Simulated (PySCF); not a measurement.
Simulation results for CH4BN2

Computed with PySCF 2.14.0. Calculation on a computer-drawn molecule: optimised geometry and harmonic frequencies of an isolated molecule of the commonest isotopes, restricted reference for singlets and unrestricted otherwise, frozen core in MP2.

## CH4BN2

Start structure:
```xyz
8
CH4BN2
B     -0.2824    -2.9085    -0.7478
N      0.1695    -1.7372    -0.1296
C      0.5194    -0.6655     0.3883
N      1.3216     0.1985    -0.3147
H     -0.5737    -3.8089    -1.2412
H      0.4855    -0.4857     1.4602
H      1.2354     1.2073    -0.0517
H      1.2400     0.1261    -1.2893
```

```
charge                                        : 0
multiplicity                                  : 2
method                                        : HF
basis                                         : cc-pVDZ
rotational constants                          : 43.88, 4.852, 4.4 GHz
total energy                                  : -173.7559 hartree
spin squared                                  : 0.8292
convergence status largest gradient component : 1.669e-05 hartree/bohr
```

Drawn bonds:
```csv
atom,other atom,order
1,2,2
2,3,1
3,4,1
1,5,1
3,6,1
4,7,1
4,8,1
```

Optimised structure:
```xyz
8
CH4BN2
B     -0.2315    -2.8631    -0.7068
N      0.1350    -1.7945    -0.1858
C      0.4831    -0.6256     0.3639
N      1.3660     0.2204    -0.3265
H     -0.5862    -3.8655    -1.1979
H      0.4477    -0.5188     1.4401
H      1.3061     1.1667     0.0036
H      1.1951     0.2065    -1.3164
```

Modes:
```csv
frequency (cm⁻¹),reduced mass (dalton)
183.4,3.475
235.7,1.19
353.4,3.06
449.2,1.913
575.4,1.3
596.7,2.592
803,1.338
856.8,1.318
1009,2.571
1278,1.611
1343,1.929
1547,1.623
1765,1.134
1856,6.05
2975,1.165
3335,1.088
3736,1.05
3834,1.096
```
